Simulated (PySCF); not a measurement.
# Working out the ionisation energy of Nb⁺

Nb⁺ [Kr] 4d4 (5D) → Nb²⁺ [Kr] 4d3 (4F). All numbers are calculated (PySCF 2.14, a scalar-relativistic core potential, in cc-pVTZ-PP with ECP28MDF). Frozen: 4s2 4p6. Energies in hartree (1 hartree = 27.21139 eV):

```json
{"part": "UHF", "Nb⁺ (lower)": "-55.929333", "Nb²⁺ (upper)": "-55.449672"}
{"part": "MP2 opposite-spin", "Nb⁺ (lower)": "0.000000", "Nb²⁺ (upper)": "0.000000"}
{"part": "MP2 same-spin", "Nb⁺ (lower)": "-0.034772", "Nb²⁺ (upper)": "-0.014913"}
```

What does Hartree-Fock give?

(-55.449672) − (-55.929333) = 0.479661 hartree = 13.052 eV.

What do MP2 and SCS-MP2 (6/5 opposite-spin, 1/3 same-spin) give?

The opposite-spin parts differ by 0.000 eV and the same-spin parts by 0.540 eV. MP2: 13.052 + (0.000) + (0.540) = 13.592 eV. SCS-MP2: 13.052 + 1.2 × (0.000) + (0.540)/3 = 13.232 eV.

Reference: 14.32 eV (semi-empirical (NIST evaluation); NIST Atomic Spectra Database, ionization energies), between the lowest levels; spin-orbit coupling is absent from the calculation.

What remains against the reference includes basis incompleteness, the frozen core and correlation beyond second order.
